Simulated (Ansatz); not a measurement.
The cluster Si16Bi, relaxed as a doublet with UKS r2SCAN-D4/def2-SVP in Ansatz, starting from the GFN1-xTB geometry. Force threshold 0.03 eV/Å.

In the def2 sets Bi takes a core potential; there is no spin–orbit coupling. Another isomer (doublet) lies 0.22 eV lower at PBE0-D4/def2-TZVP; other spin states weren't run for this one.

Start:

```xyz
17

Bi    1.346   -1.728   -3.335
Si    2.354    1.929   -0.523
Si    1.096    0.032    2.490
Si    2.016   -2.169    1.662
Si   -3.363   -0.471    0.569
Si   -1.248   -0.325    1.985
Si   -0.223   -2.340    0.840
Si    1.022    0.606   -1.995
Si   -2.311    1.681    0.700
Si   -0.711   -1.394   -1.587
Si   -2.327    0.443   -1.538
Si   -0.169    2.003    1.864
Si    1.780   -1.422   -0.665
Si   -2.324   -2.627   -0.189
Si    3.055    0.073    0.825
Si   -0.687    2.191   -1.267
Si    0.695    3.519    0.164
```

```
         step   energy (eV)  largest force component (eV/Å)  SCF passes
            1  -131833.6468                           0.685          41
            2  -131833.9936                           0.351          45
            3  -131834.2112                           0.320          42
            4  -131834.3524                           0.376          44
            5  -131834.5948                           0.442          44
            6  -131834.8594                           0.356          44
            7  -131834.9852                           0.520          49
            8  -131835.0655                           0.359          51
            9  -131835.1569                           0.279          43
           10  -131835.2243                           0.336          42
           11  -131835.2749                           0.246          41
           12  -131835.3262                           0.262          39
           13  -131835.4331                           0.424          43
           14  -131835.5738                           0.352          44
15 (rejected)  -131835.5280                           0.971          43
           16  -131835.6531                           0.130          38
           17  -131835.7012                           0.196          38
           18  -131835.8272                           0.283          42
           19  -131835.9984                           0.436          44
           20  -131836.1821                           0.288          44
           21  -131836.2077                           0.392          51
           22  -131836.2926                           0.377          42
           23  -131836.3591                           0.214          40
           24  -131836.3746                           0.071          35
           25  -131836.3776                           0.080          36
           26  -131836.3798                           0.042          33
           27  -131836.3804                           0.015          34
```

Force components are those of the run's own axes.

End:

```xyz
17

Bi    1.553   -2.108   -3.047
Si    2.156    1.448   -0.823
Si    1.180   -0.067    3.037
Si    1.887   -2.053    1.644
Si   -2.576   -0.295   -0.042
Si   -1.042    0.243    1.934
Si   -0.415   -1.721    0.761
Si    0.625    0.500   -2.518
Si   -3.087    1.424    1.576
Si   -0.782   -1.539   -1.817
Si   -1.742    0.720   -2.089
Si    0.894    1.641    1.354
Si    1.434   -0.978   -0.615
Si   -2.248   -2.678   -0.360
Si    2.873    0.146    1.132
Si   -1.340    1.937   -0.041
Si    0.630    3.380   -0.086
```

Bonds lost: Si8–Si16, Si9–Si11, Si9–Si12 (atoms count from 1). Bonds formed: Si2–Si12, Si2–Si13, Si5–Si16, Si6–Si16, Si8–Si11, Si12–Si15, Si12–Si16 (atoms count from 1).

No frequencies were taken in this run, so the end may be a saddle point.

Run time 2.1 min (2 threads of AMD EPYC 7R13 on a shared host and a share (18 GiB) of an NVIDIA H100 80GB HBM3), peak host memory 1.1 GiB.
